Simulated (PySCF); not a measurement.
Simulation results for BGeH3NO, AlB2GeH7, AlBClGeH5, BGeH5N and others

All values are calculated (PySCF 2.14.0). Calculation on a computer-drawn molecule: optimised geometry and harmonic frequencies of an isolated molecule of the commonest isotopes, restricted reference for singlets and unrestricted otherwise, frozen core in MP2; on germanium a core potential holds 10 electrons, which the energies leave out, and 3d is frozen in MP2 and coupled-cluster steps.

Common to all runs: multiplicity 1; basis and core potential on germanium cc-pVDZ-PP ECP10MDF.

```json
{"entry": 1, "formula": "BGeH3NO", "start_structure": {"atoms_angstrom": [["B", 0.482, -2.0476, -0.0111], ["O", 1.0378, -1.073, 0.4457], ["Ge", 1.7738, 0.605, 1.2593], ["N", 0.7756, 1.6931, 1.9623], ["H", -0.0539, -2.989, -0.4526], ["H", 3.2101, 0.3518, 0.9533], ["H", -0.2228, 1.5581, 2.008]]}, "given": {"charge": 1, "method": "MP2", "basis": "cc-pVDZ", "drawn_bonds_atom": [1, 2, 3, 1, 3, 4], "drawn_bonds_other_atom": [2, 3, 4, 5, 6, 7], "drawn_bonds_order": [1, 1, 2, 1, 1, 1]}, "results": {"optimised_atom_element": ["B", "O", "Ge", "N", "H", "H", "H"], "optimised_atom_x [angstrom]": [0.4798, 0.9857, 1.739, 0.8205, -0.004732, 3.188, -0.2056], "optimised_atom_y [angstrom]": [-2.154, -1.142, 0.6227, 1.815, -3.123, 0.3563, 1.723], "optimised_atom_z [angstrom]": [-0.06787, 0.4151, 1.273, 2.022, -0.5305, 0.9582, 2.095], "modes_frequency [cm^-1]": [98.33, 116.7, 184.5, 269.8, 288.7, 632.8, 657.9, 763.0, 781.2, 781.9, 975.1, 1764, 2314, 2938, 3513], "modes_reduced_mass [dalton]": [3.543, 3.61, 5.585, 12.17, 1.387, 1.06, 1.052, 1.394, 1.366, 1.365, 3.868, 5.219, 1.023, 1.182, 1.079], "rotational_constants [GHz]": [19.54, 2.522, 2.234], "total_energy [hartree]": -449.3735, "convergence_status_largest_gradient_component [hartree/bohr]": 2.213e-05}}
{"entry": 2, "formula": "AlB2GeH7", "start_structure": {"atoms_angstrom": [["B", -1.0593, -0.9263, -0.3478], ["Al", 0.4923, 0.0319, 0.715], ["B", 0.504, 1.7864, 1.8202], ["Ge", 2.195, 2.36, 2.7631], ["H", -2.1792, -0.5569, -0.5517], ["H", -0.8398, -1.8819, -1.0254], ["H", 1.8381, -0.6514, 0.6511], ["H", -0.3874, 2.5373, 1.9543], ["H", 2.6555, 3.7438, 2.3358], ["H", 3.3725, 1.5493, 2.5643], ["H", 2.055, 2.4995, 4.2427]]}, "given": {"charge": 0, "method": "HF", "basis": "cc-pV(D+d)Z", "drawn_bonds_atom": [1, 2, 3, 1, 1, 2, 3, 4, 4, 4], "drawn_bonds_other_atom": [2, 3, 4, 5, 6, 7, 8, 9, 10, 11], "drawn_bonds_order": [1, 1, 1, 1, 1, 1, 1, 1, 1, 1]}, "results": {"optimised_atom_element": ["B", "Al", "B", "Ge", "H", "H", "H", "H", "H", "H", "H"], "optimised_atom_x [angstrom]": [-0.8886, 0.6361, 0.8361, 1.979, -0.7456, -1.952, 1.7, 0.2663, 2.98, 2.782, 1.053], "optimised_atom_y [angstrom]": [-1.107, 0.3958, 2.095, 2.183, -2.079, -1.042, 0.2436, 3.13, 3.348, 0.9033, 2.421], "optimised_atom_z [angstrom]": [0.18, -0.04847, 1.25, 3.005, 0.8775, -0.3826, -1.225, 1.015, 2.944, 3.296, 4.21], "modes_frequency [cm^-1]": [40.85, 56.98, 102.8, 138.3, 184.6, 362.6, 399.8, 457.2, 518.7, 534.6, 562.5, 637.6, 669.9, 738.6, 890.5, 910.7, 932.1, 970.3, 975.9, 1242, 1933, 2178, 2185, 2202, 2639, 2669, 2705], "modes_reduced_mass [dalton]": [1.22, 2.368, 2.526, 2.622, 1.208, 1.336, 1.924, 1.045, 1.11, 1.329, 3.573, 1.583, 3.257, 1.557, 1.223, 1.123, 1.303, 1.073, 1.021, 1.129, 1.042, 1.023, 1.023, 1.012, 1.055, 1.09, 1.12], "rotational_constants [GHz]": [9.127, 0.9862, 0.9432], "total_energy [hartree]": -588.6458, "convergence_status_largest_gradient_component [hartree/bohr]": 1.382e-05}}
{"entry": 3, "formula": "AlBClGeH5", "start_structure": {"atoms_angstrom": [["B", -0.3761, -1.3208, 2.0722], ["Al", -0.7067, -0.4121, 0.203], ["Cl", -1.5666, -1.6753, -1.1612], ["Ge", -0.3867, 1.8194, -0.7118], ["H", 0.6177, -1.9888, 2.3162], ["H", -1.1483, -1.3671, 2.9155], ["H", 0.377, 2.8817, 0.0404], ["H", 0.3249, 1.7961, -2.0772], ["H", -1.6033, 2.6198, -1.0708]]}, "given": {"charge": 0, "method": "HF", "basis": "cc-pV(D+d)Z", "drawn_bonds_atom": [1, 2, 2, 1, 1, 4, 4, 4], "drawn_bonds_other_atom": [2, 3, 4, 5, 6, 7, 8, 9], "drawn_bonds_order": [1, 1, 1, 1, 1, 1, 1, 1]}, "results": {"optimised_atom_element": ["B", "Al", "Cl", "Ge", "H", "H", "H", "H", "H"], "optimised_atom_x [angstrom]": [-0.3293, -0.8067, -1.785, -0.3668, 0.7193, -1.091, 0.3379, 0.5269, -1.674], "optimised_atom_y [angstrom]": [-1.285, -0.4653, -1.781, 1.846, -1.831, -1.223, 2.726, 1.814, 2.553], "optimised_atom_z [angstrom]": [2.033, 0.1124, -1.256, -0.7461, 2.252, 2.961, 0.2995, -1.995, -1.134], "modes_frequency [cm^-1]": [33.04, 95.07, 120.7, 147.7, 164.6, 292.0, 421.8, 453.3, 506.6, 571.5, 614.8, 871.4, 900.4, 965.2, 968.1, 1240, 2186, 2192, 2203, 2656, 2729], "modes_reduced_mass [dalton]": [1.043, 5.951, 4.822, 2.365, 1.207, 10.49, 1.081, 1.153, 12.71, 1.341, 5.992, 1.131, 1.244, 1.019, 1.018, 1.131, 1.023, 1.023, 1.013, 1.054, 1.121], "rotational_constants [GHz]": [3.449, 1.163, 0.8856], "total_energy [hartree]": -1022.4353, "convergence_status_largest_gradient_component [hartree/bohr]": 1.058e-05}}
{"entry": 4, "formula": "BGeH5N", "start_structure": {"atoms_angstrom": [["B", 0.6481, -1.3554, 2.0192], ["Ge", -1.1882, -0.9187, 1.2225], ["N", -1.3511, -1.081, -0.5137], ["H", 0.9106, -2.409, 2.2005], ["H", 1.2881, -0.4271, 2.2946], ["H", -2.5519, -0.5553, 1.6447], ["H", -0.6141, -1.428, -1.2119], ["H", -2.2059, -0.9287, -1.0131]]}, "given": {"charge": 1, "method": "HF", "basis": "cc-pVDZ", "drawn_bonds_atom": [1, 2, 1, 1, 2, 3, 3], "drawn_bonds_other_atom": [2, 3, 4, 5, 6, 7, 8], "drawn_bonds_order": [1, 1, 1, 1, 1, 1, 1]}, "results": {"optimised_atom_element": ["B", "Ge", "N", "H", "H", "H", "H", "H"], "optimised_atom_x [angstrom]": [0.6395, -1.195, -1.37, 0.8686, 1.36, -2.502, -0.6236, -2.242], "optimised_atom_y [angstrom]": [-1.335, -0.9773, -1.089, -2.448, -0.405, -0.6032, -1.325, -0.9209], "optimised_atom_z [angstrom]": [2.059, 1.115, -0.6102, 2.401, 2.218, 1.781, -1.24, -1.081], "modes_frequency [cm^-1]": [121.6, 174.9, 335.4, 532.4, 549.1, 665.0, 707.8, 732.6, 869.2, 942.8, 957.5, 1215, 1683, 2328, 2758, 2894, 3749, 3860], "modes_reduced_mass [dalton]": [1.065, 3.215, 1.12, 5.004, 1.213, 1.043, 1.041, 1.182, 5.313, 1.221, 1.323, 1.112, 1.115, 1.021, 1.043, 1.136, 1.05, 1.101], "rotational_constants [GHz]": [19.58, 5.562, 4.505], "total_energy [hartree]": -375.1551, "convergence_status_largest_gradient_component [hartree/bohr]": 1.97e-05}}
{"entry": 5, "formula": "CH8B2Ge", "start_structure": {"atoms_angstrom": [["B", 0.539, -2.4229, -0.9654], ["Ge", 0.084, -1.323, 0.6212], ["B", -1.3047, 0.1273, 0.1776], ["C", -0.8657, 1.5997, -0.1187], ["H", -0.1027, -3.3947, -1.1967], ["H", 1.3067, -2.0843, -1.72], ["H", 1.2785, -0.6416, 1.233], ["H", -0.417, -2.1483, 1.7825], ["H", -2.4162, -0.1361, 0.2408], ["H", 0.1685, 1.665, -0.4036], ["H", -0.8413, 2.1501, 0.8093], ["H", -1.5033, 2.1175, -0.8506]]}, "given": {"charge": 0, "method": "HF", "basis": "cc-pVDZ", "drawn_bonds_atom": [1, 2, 3, 1, 1, 2, 2, 3, 4, 4, 4], "drawn_bonds_other_atom": [2, 3, 4, 5, 6, 7, 8, 9, 10, 11, 12], "drawn_bonds_order": [1, 1, 1, 1, 1, 1, 1, 1, 1, 1, 1]}, "results": {"optimised_atom_element": ["B", "Ge", "B", "C", "H", "H", "H", "H", "H", "H", "H", "H"], "optimised_atom_x [angstrom]": [0.4992, 0.1524, -1.248, -0.88, -0.2176, 1.393, 1.472, -0.3943, -2.402, 0.1727, -1.117, -1.504], "optimised_atom_y [angstrom]": [-2.541, -1.304, 0.1776, 1.688, -3.475, -2.317, -0.667, -2.145, -0.1544, 1.886, 2.192, 2.169], "optimised_atom_z [angstrom]": [-0.9832, 0.6632, 0.1584, -0.0772, -1.209, -1.751, 1.143, 1.833, 0.08149, -0.2863, 0.8741, -0.8361], "modes_frequency [cm^-1]": [30.36, 86.88, 95.02, 147.8, 220.2, 431.3, 489.1, 546.7, 604.4, 607.9, 681.5, 800.2, 893.4, 910.0, 943.9, 992.6, 1068, 1195, 1256, 1428, 1532, 1570, 2162, 2177, 2674, 2679, 2761, 3125, 3209, 3258], "modes_reduced_mass [dalton]": [2.246, 1.112, 1.083, 2.414, 2.363, 1.215, 2.006, 3.29, 1.157, 1.301, 1.138, 1.18, 1.283, 1.486, 1.162, 1.212, 2.368, 1.51, 1.142, 1.308, 1.046, 1.072, 1.023, 1.016, 1.069, 1.074, 1.127, 1.053, 1.079, 1.103], "rotational_constants [GHz]": [8.801, 2.339, 2.089], "total_energy [hartree]": -385.2229, "convergence_status_largest_gradient_component [hartree/bohr]": 1.622e-05}}
{"entry": 6, "formula": "AlB2GeH7", "start_structure": {"atoms_angstrom": [["B", 0.0596, 0.7897, 1.0115], ["Ge", 1.2086, -0.0489, -0.3706], ["B", 0.2917, -0.0204, -2.1137], ["Al", -0.8241, -1.6989, -2.4131], ["H", -0.8829, 0.202, 1.3964], ["H", 0.2103, 1.8778, 1.4123], ["H", 1.5256, -1.4816, -0.0435], ["H", 2.6342, 0.6344, -0.4157], ["H", 0.2995, 0.9519, -2.7781], ["H", -1.9434, -1.9876, -3.433], ["H", -0.4985, -2.9928, -1.6239]]}, "given": {"charge": 0, "method": "HF", "basis": "cc-pV(D+d)Z", "drawn_bonds_atom": [1, 2, 3, 1, 1, 2, 2, 3, 4, 4], "drawn_bonds_other_atom": [2, 3, 4, 5, 6, 7, 8, 9, 10, 11], "drawn_bonds_order": [1, 1, 1, 1, 1, 1, 1, 1, 1, 1]}, "results": {"optimised_atom_element": ["B", "Ge", "B", "Al", "H", "H", "H", "H", "H", "H", "H"], "optimised_atom_x [angstrom]": [0.1017, 1.112, 0.1718, -0.7184, -0.7944, 0.3765, 1.193, 2.565, 0.1767, -2.233, 0.1306], "optimised_atom_y [angstrom]": [1.159, -0.1662, -0.2183, -1.965, 0.7854, 2.326, -1.568, 0.301, 0.8456, -2.328, -2.945], "optimised_atom_z [angstrom]": [1.156, -0.1001, -1.981, -2.84, 1.859, 1.157, 0.5382, -0.321, -2.546, -2.538, -3.754], "modes_frequency [cm^-1]": [27.22, 90.21, 109.1, 128.9, 172.6, 362.1, 398.5, 450.4, 530.1, 554.8, 624.6, 656.7, 689.4, 744.4, 797.5, 834.7, 941.0, 949.5, 985.9, 1254, 1961, 1967, 2156, 2174, 2672, 2680, 2766], "modes_reduced_mass [dalton]": [2.793, 1.583, 1.652, 1.7, 1.515, 1.077, 2.099, 1.353, 1.186, 2.799, 1.308, 2.488, 1.46, 1.407, 1.204, 1.075, 1.26, 1.202, 1.155, 1.138, 1.054, 1.03, 1.023, 1.016, 1.086, 1.055, 1.127], "rotational_constants [GHz]": [8.446, 1.274, 1.203], "total_energy [hartree]": -588.6525, "convergence_status_largest_gradient_component [hartree/bohr]": 9.114e-06}}
```
